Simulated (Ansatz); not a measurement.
Stepwise reaction of `[NH2][Al]([OH])[OH]` with ammonia, as a gas-phase model of exchange steps in deposition or etching. ΔE in kJ/mol; ΔG adds harmonic PBE0-D4 terms to CCSD(T)/CBS, at 1 bar.

Program: Ansatz. Geometries: PBE0-D4/def2-TZVP. ΔE: electronic, gas phase. CCSD(T)/CBS is the MP2 limit (def2-TZVPP, def2-QZVPP) plus CCSD(T) − MP2 in def2-TZVPP, frozen cores. This one scheme is used for every species. DFT in def2-TZVPP. B3LYP here is the variant with VWN-RPA as its local correlation; programs differ in this. Each species was taken in one conformer, which may not be the lowest.

```json
{"step": "2", "reaction": "`[NH2][Al]([NH2])[OH]` + NH₃ → `[NH2][Al]([NH2])[NH2]` + H₂O", "PBE-D4": "51.1", "B3LYP-D4": "53.8", "ωB97M-V": "53.0", "CCSD(T)/CBS": "50.7", "ΔG(600 K)": "56.4"}
```

Task: Give the row of step 1, `[NH2][Al]([OH])[OH]` + NH₃ → `[NH2][Al]([NH2])[OH]` + H₂O. (An estimate is asked.)

Result: Computed: 
```
step                                                    reaction  PBE-D4  B3LYP-D4  ωB97M-V  CCSD(T)/CBS  ΔG(600 K)
   1  `[NH2][Al]([OH])[OH]` + NH₃ → `[NH2][Al]([NH2])[OH]` + H₂O    50.4      52.8     52.0         49.4       40.7
```

Task: By hand: ΔE of the 2 steps together at CCSD(T)/CBS.

Result: (49.4) + (50.7) = 100.1 kJ/mol, or 50.0 kJ/mol a step.

In ΔE the steps differ by no more than 1.3 kJ/mol. All are uphill at CCSD(T)/CBS. ΔG lies between 40.7 and 56.4 kJ/mol a step. PBE-D4 differs from CCSD(T)/CBS by 0.4 to 1.0 kJ/mol a step. Isolated molecules leave out the surface, adducts and barriers. Largest T1 diagnostic: 0.011.
